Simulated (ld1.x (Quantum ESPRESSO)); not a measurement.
## An all-electron radial function and its pseudo partner (F)

Columns: radius, all-electron u(r) and pseudo u(r) of the 2p shell (level -11.54 eV) of fluorine in the configuration [He] 2s1 2p6; PBE, scalar-relativistic, ultrasoft scheme, ld1.x (Quantum ESPRESSO) 7.5.

| r (bohr) | all-electron | pseudo |
| --- | --- | --- |
| 0.088 | 0.1130 | 0.0122 |
| 0.175 | 0.3152 | 0.0474 |
| 0.262 | 0.5105 | 0.1030 |
| 0.350 | 0.6690 | 0.1758 |
| 0.438 | 0.7831 | 0.2600 |
| 0.525 | 0.8557 | 0.3483 |
| 0.612 | 0.8947 | 0.4359 |
| 0.700 | 0.9075 | 0.5179 |
| 0.788 | 0.9003 | 0.5884 |
| 0.875 | 0.8793 | 0.6432 |
| 0.962 | 0.8488 | 0.6811 |
| 1.050 | 0.8118 | 0.7015 |
| 1.138 | 0.7712 | 0.7048 |
| 1.225 | 0.7292 | 0.6933 |
| 1.312 | 0.6867 | 0.6700 |
| 1.400 | 0.6442 | 0.6381 |
| 1.487 | 0.6031 | 0.6016 |
| 1.575 | 0.5631 | 0.5630 |
| 1.662 | 0.5252 | 0.5252 |
| 1.750 | 0.4888 | 0.4888 |
| 1.838 | 0.4544 | 0.4544 |
| 1.925 | 0.4224 | 0.4224 |
| 2.012 | 0.3923 | 0.3923 |
| 2.100 | 0.3638 | 0.3638 |
| 2.188 | 0.3373 | 0.3373 |
| 2.275 | 0.3128 | 0.3128 |

Q: How many radial nodes do the two functions have?

A: The all-electron 2p function has n − l − 1 = 0; the pseudo-wave has 0.

Q: At about which radius was the pseudo-wave matched?

A: 1.75 bohr. The columns agree to 0.0005 from 1.57 bohr on; several derivatives are matched, so the curves merge somewhat inside the radius.

Q: Where does each function peak?

A: Outermost all-electron maximum near 0.70 bohr, pseudo maximum near 1.14 bohr (to the table’s step).

Q: Is the pseudo-wave norm-conserving?

A: No, it belongs to an ultrasoft set: the norm inside the radius is not constrained, and the difference is carried by the augmentation charge.
